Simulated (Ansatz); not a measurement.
`[NH2][Zn][O][SiH3]`, one more setting.

```yaml
crystal:
  periodic: [false, false, false]
  atoms:
    - {symbol: N, position_ang: [-1.580632, 2.311979, 0.706371]}
    - {symbol: Zn, position_ang: [-0.807774, 0.719579, 0.339914]}
    - {symbol: O, position_ang: [-0.227660, -0.918650, 0.046491]}
    - {symbol: Si, position_ang: [1.054425, -1.760422, -0.476298]}
    - {symbol: H, position_ang: [-1.123320, 2.863765, 1.419749]}
    - {symbol: H, position_ang: [-1.738214, 2.913021, -0.091419]}
    - {symbol: H, position_ang: [1.553076, -1.253407, -1.789537]}
    - {symbol: H, position_ang: [2.191520, -1.685465, 0.487613]}
    - {symbol: H, position_ang: [0.678581, -3.190399, -0.642894]}
basis:
  gaussian: {orbitals: def2-TZVPP}
total_charge: 1
magnetization: {spin_polarized: true, initial_magnetization: 1}
hamiltonian: {xc: {name: B2GP-PLYP}}
```

```sh
$ ansatz run in.yaml --threads 4 --pin off --events-out ev --progress --plain --max-ram 10444MiB
```

It prints (some lines left out):

```
Functional definition: B2GP-PLYP
1467 factors; integrals over basis functions are off by at most 8.8e-4 eV
mean field evaluation 1: about -59861.5398 eV, gradient 6.8e1 eV
mean field evaluation 2: about -59861.7797 eV, gradient 6.8e1 eV
mean field evaluation 4: about -59877.3480 eV, gradient 1.4e1 eV
mean field evaluation 8: about -59879.8980 eV, gradient 7.0e0 eV
mean field evaluation 16: about -59880.2902 eV, gradient 9.6e-2 eV
mean field evaluation 32: about -59880.2904 eV, gradient 9.5e-6 eV
mean field -59880.29041753 eV, -2200.5600845256 hartree, gradient 9.5e-6 eV, S^2 0.756478; 2 other end points of the search recorded, 0 dependent functions left out
12 core orbitals not correlated, not the lowest: weight in the atoms' cores, before any rotation towards them, 1.000 or more for the frozen orbitals, at most 0.000 for the correlated occupied ones
reference -59880.29055231 eV, -2200.5600894788 hartree; 20, 19 occupied and 206, 207 virtual orbitals, 1467 factors
second order -41.60855205 eV of doubles, -0.00000000 eV of singles
Total energy: -59895.26963105 eV, -2201.1105604691 hartree
```

Hardware: 4 threads of an Arm Neoverse V1 on a shared host. Wall time 24 s, peak host memory 1.1 GiB.
